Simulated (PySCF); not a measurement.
Run record: geometry optimisation, `[I][Cr-2]([I])([I])[I]` ([CrI4]2-) [quintet].

Computed with PBE0-D3(BJ)/def2-SVP geometry optimisation, gas phase, def2 core potentials past Kr (PySCF 2.14.0). Start geometry: GFN2-xTB. The input is one job of a driver script: a line of settings, then coordinates in Å.

Command:
```bash
OMP_NUM_THREADS=1 python probes_run.py task.json out
```

Input:
```
{"job": {"xc": "PBE0", "basis": "def2-SVP", "d3": "d3bj", "grid": 1, "maxiter": 40, "shake": 0.03, "kind": "geom"}, "charge": -2, "multiplicity": 5}
Cr     0.062340    -0.076380     0.012740
I     -0.000770    -0.032730     2.745110
I      2.531200     0.004600    -0.948020
I     -1.209160     2.251030    -0.912230
I     -1.308750    -2.257010    -0.959730
```

Output:
```
step   0  E = -2235.27612986  max force = 0.008164
step   1  E = -2235.27782608  max force = 0.003262
step   2  E = -2235.27839457  max force = 0.002062
step   3  E = -2235.27858720  max force = 0.008090
step   4  E = -2235.27976559  max force = 0.004617
step   5  E = -2235.28074779  max force = 0.003234
step   6  E = -2235.28275129  max force = 0.002351
step   7  E = -2235.28319487  max force = 0.001290
step   8  E = -2235.28353453  max force = 0.001149
step   9  E = -2235.28354676  max force = 0.000816
step  10  E = -2235.28352427  max force = 0.000176
step  11  E = -2235.28350695  max force = 0.000395
step  12  E = -2235.28352333  max force = 0.000152
optimisation converged
```

Energies in Eh; «max force» is the largest Cartesian gradient component in Eh/bohr.

Question: At which steps does the energy rise by more than 1e-5 Eh?

Answer: At steps 10 (+0.02 mEh) and 11 (+0.02 mEh).

In short: final energy -2235.28352 Eh after 12 steps.

Question: Give the final coordinates.

Answer: 0.538 Å rms from the input after alignment:
```
atom  x, y, z in Å
Cr1    0.0115   -0.0251   -0.0164
I2    -0.7571   -0.0158    2.6571
I3     2.4402   -0.0595   -1.3620
I4    -0.7589    2.5688   -0.6525
I5    -0.8608   -2.5788   -0.6884
```

The ion is multiply charged and computed in the gas phase, without counter-ions or solvent; whether it holds all its electrons wasn't checked.

Hardware: Arm Neoverse V2, one thread, shared host with 96 logical CPUs at a one-minute load of 44. Cost: 10 min, 0.78 GiB resident at most.
Labels such as C1 count atoms from 1, the log's own numbers from 0.
